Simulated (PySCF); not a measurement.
A structure optimised at PBE-D3(BJ)/def2-SVP, used in a PySCF frequency run:

```
C
H 1 1.1145
C 1 1.5007 2 110.32
C 3 1.3472 1 126.39 2 2.07
H 4 1.1005 3 121.27 1 -179.76
H 4 1.1028 5 117.26 3 179.97
H 3 1.1078 4 117.88 5 0.57
Si 1 1.9043 2 106.45 3 -123.02
O 8 1.6876 1 111.15 2 -155.46
H 9 0.9726 8 115.65 1 -67.25
H 8 1.4989 9 104.87 10 174.68
H 8 1.5083 11 110.69 9 120.40
Si 1 1.9123 2 106.98 3 120.20
H 13 1.5037 1 109.71 2 -169.58
H 13 1.5045 14 109.34 1 121.50
H 13 1.5049 14 108.41 15 118.80
```
Charge 0, spin multiplicity 1.

**Question.** Write its SMILES and formula.

**Answer.** C=C[C@H]([SiH3])[SiH2]O, C3H10OSi2

**Question.** What are its rotational constants (standard atomic weights)?

**Answer.** 2.4743, 1.6620, 1.1651 GHz
